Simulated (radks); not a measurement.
Results of a calculation; reference values are marked as such.
Spherical quantum dot in the effective-mass picture: electrons in a well V = -V0 / (1 + exp((r - R)/a)) with V0 = 11.7, R = 3.83, a = 0.4, with a point charge +2 (a donor) at the centre, all in effective atomic units (hartree* = m*/eps^2 hartree, bohr* = eps/m* bohr), one dielectric constant everywhere. Level of theory: non-relativistic Kohn-Sham, PBEsol, spin-polarised, spherical densities (a radial shooting solver with Libxc functionals). Levels are named by radial order and angular momentum (1s, 1p, 1d, 2s, ...), and open shells are averaged over m.

N = 26, configuration 1s2 1p6 1d10 2s2 1f(up 6, down 0). This is the lowest configuration that the search found. Occupied and some empty levels:

level    occupation  eigenvalue (hartree*)  <r> (bohr*)
1s up             1                -2.6882        1.727
1s down           1                -2.6573        1.630
1p up             3                -2.3159        2.452
1p down           3                -2.2532        2.433
2s up             1                -2.0893        1.688
2s down           1                -2.0526        1.765
1d up             5                -1.9393        2.607
1d down           5                -1.8702        2.598
1f up             6                -1.4589        2.727
1f down           0                -1.3860        2.722
2p up             0               -0.89094        2.064
1g up             0               -0.88476        2.830
2p down           0               -0.85714        2.062
1g down           0               -0.80971        2.829
2d up             0               -0.15931        2.365
2d down           0               -0.11662        2.362

Energy (hartree*): total -170.771, kinetic 26.341, external -308.50, Hartree 123.45, exchange-correlation -12.067.
